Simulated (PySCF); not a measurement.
Compound: C₇H₁₂ (charge +1 and doublet state).
Geometry (GFN2-xTB, Å), atoms numbered from 1 in this order:
```xyz
19
C7H12 angstrom
C      3.288    0.142    0.196
C      2.345   -0.610   -0.723
C      0.965   -0.478   -0.415
C     -0.215   -0.340   -0.139
C     -1.600   -0.180    0.158
C     -2.517   -0.429   -1.036
C     -1.914    1.092    0.943
H      3.167   -0.178    1.230
H      3.089    1.214    0.168
H      4.317   -0.027   -0.108
H      2.500   -0.306   -1.771
H      2.589   -1.686   -0.730
H     -1.810   -1.015    0.864
H     -2.293   -1.372   -1.529
H     -2.385    0.369   -1.767
H     -3.556   -0.432   -0.717
H     -2.953    1.090    1.261
H     -1.274    1.196    1.816
H     -1.753    1.960    0.304
```

The hyperfine couplings belong to this conformer and change with its torsions.

As a line formula: `CC[C+]=[C]C(C)C` [radical] (charge +1).

Method used: UKS B3LYP, pcH-1 on C H, non-relativistic, mean-field spin-orbit, GIAO in PySCF 2.14.0. Geometry: GFN2-xTB; no solvent, vibrations or thermal averaging. The geometry wasn't refined by DFT: couplings that depend on bond lengths, twists or pyramidal angles can differ widely from those at the functional's own minimum, by a factor of two or more for some ions and for spin on atoms past the first row. Stability of the SCF solution: not tested.

Question: Break the g tensor into its mass correction, gauge correction and orbital-Zeeman/spin–orbit terms.

Answer: 
```tsv
Δg (ppt)	1	2	3
relativistic mass correction	-0.14	-0.14	-0.14
gauge correction	0.00	0.02	0.02
orbital Zeeman/spin–orbit	0.02	0.84	18.22
total	-0.11	0.72	18.10
```

So g = 2.00221, 2.00304, 2.02042 and g_iso = 2.00856; the tensor is close to axial: the two nearest values differ by 5 % of g3 − g1. Axes: g3 points within 1° of the C4–C5 bond.

Question: At 9.504 GHz, how far is the centre of the isotropic spectrum from where a free electron (g = 2.002319) resonates?

Answer: B = hν/(g μB) with μB/h = 13.99624 MHz/mT gives 339.13 mT for the free electron and 338.07 mT at g_iso, 1.05 mT lower.

Question: What effective moment and Curie constant follow for a powder?

Answer: With the mean of g² = 4.0344 and S(S+1) = 0.75: μ_eff = √(⟨g²⟩S(S+1)) = 1.739 μB and χT = 0.12505·⟨g²⟩·S(S+1) = 0.378 cm³ K/mol (cgs; spin-Hamiltonian part alone).

Question: In a frozen sample, at which fields do the three g values resonate at 9.5, 34, 94 and 263 GHz (hyperfine left aside), and which band first spreads them over more than twice a line width of 0.5 mT?

Answer: 
```json
{"band": "X", "GHz": "9.5", "B(g3) mT": "335.95", "B(g2) mT": "338.86", "B(g1) mT": "339.00", "spread mT": "3.06"}
{"band": "Q", "GHz": "34.0", "B(g3) mT": "1202.33", "B(g2) mT": "1212.77", "B(g1) mT": "1213.27", "spread mT": "10.94"}
{"band": "W", "GHz": "94.0", "B(g3) mT": "3324.10", "B(g2) mT": "3352.95", "B(g1) mT": "3354.34", "spread mT": "30.24"}
{"band": "J", "GHz": "263.0", "B(g3) mT": "9300.41", "B(g2) mT": "9381.11", "B(g1) mT": "9385.02", "spread mT": "84.61"}
```

The spread grows in proportion to the frequency. X band is the first where it exceeds 1.0 mT.

The largest Mulliken spin populations are on C3 (+0.38), C4 (+0.34) and H13 (+0.10).

The HOMO–LUMO gaps are 8.01 eV among the α and 2.08 eV among the β orbitals.
